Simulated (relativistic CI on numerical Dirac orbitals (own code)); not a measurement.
## Magnetism of Cr²⁺, 3d4, in a crystal field

Calculated by Dirac-Coulomb-Breit CI, orbitals from a KLI potential per configuration, QED by a radiative potential, valence Slater integrals scaled by 0.75, one configuration in a parametric crystal field (own radial code).

Field parameters in Wybourne normalisation: D3d B²₀ = −7Dσ, B⁴₀ = −14Dq − 21Dτ, B⁴₃ = −14√(10/7) Dq; D4h B²₀ = −7Ds, B⁴₀ = 21(Dq − Dt), B⁴₄ = 21√(5/14) Dq; Oh B⁴₀ = 21Dq, B⁴₄ = √(5/14) B⁴₀; Td as Oh with Dq negative (B⁴₀ = 21Dq, B⁴₄ = √(5/14) B⁴₀). The field is a parameter set, without covalency.

S is read from ⟨S²⟩ = S(S + 1).

Powder χT (cm³ K mol⁻¹) by Van Vleck's formula, with temperature-independent terms:

```tsv
Field	2 K	5 K	10 K	20 K	50 K	100 K	200 K	300 K
D3d, 10Dq = 22050, Dσ = 70, Dτ = -180 cm⁻¹	0.11	0.275	0.54	0.928	1.35	1.46	1.43	1.42
D4h, 10Dq = 8950, Ds = -1000, Dt = 780 cm⁻¹	1.08	1.96	2.32	2.53	2.68	2.76	2.83	2.88
Oh, 10Dq = 5550 cm⁻¹	1.15	2.15	2.61	2.8	2.88	2.9	2.93	2.95
Oh, 10Dq = 7600 cm⁻¹	1.25	2.25	2.68	2.85	2.91	2.93	2.95	2.96
Oh, 10Dq = 11650 cm⁻¹	1.09	2.14	2.65	2.86	2.94	2.95	2.97	2.98
Td, 10Dq = -2900 cm⁻¹	0.254	0.628	1.08	1.41	1.71	2.03	2.46	2.69
Td, 10Dq = -3600 cm⁻¹	0.291	0.71	1.16	1.46	1.73	2.05	2.48	2.71
Td, 10Dq = -5050 cm⁻¹	0.344	0.823	1.26	1.51	1.76	2.08	2.5	2.72
```

Task: For Oh, 10Dq = 5550 cm⁻¹: what effective moment follows at 300 K?

Result: μ_eff = √(8χT) = 4.86 μB. The ground level has S = 2.00; the spin-only moment for S = 2 is 4.90 μB. The difference comes from the orbital moment, spin-orbit mixing of terms and temperature-independent paramagnetism, all larger in this ionic model than in covalent complexes.
